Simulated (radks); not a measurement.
The numbers below are computed, except where a source is named.
Pt39+, configuration [Kr] 4d3. Level of theory: scalar-relativistic Kohn-Sham, LDA (Slater exchange, VWN5 correlation), spin-polarised, spherical densities, finite nucleus; open shells are filled with parallel spins first (spin-orbit coupling, left out, can overturn this in heavy ions); Fermi nuclear charge, rms radius 5.427 fm (a radial shooting solver on a logarithmic mesh with Libxc functionals).

X-ray form factor f0, the Fourier transform of the density (f0(0) = 39):

sin(theta)/lambda (1/angstrom),f0 (electrons)
0.05,38.953
0.1,38.811
0.15,38.577
0.2,38.254
0.25,37.845
0.3,37.355
0.4,36.160
0.5,34.724
0.6,33.108
0.8,29.597
1,26.095
1.25,22.216
1.5,19.119
2,14.874
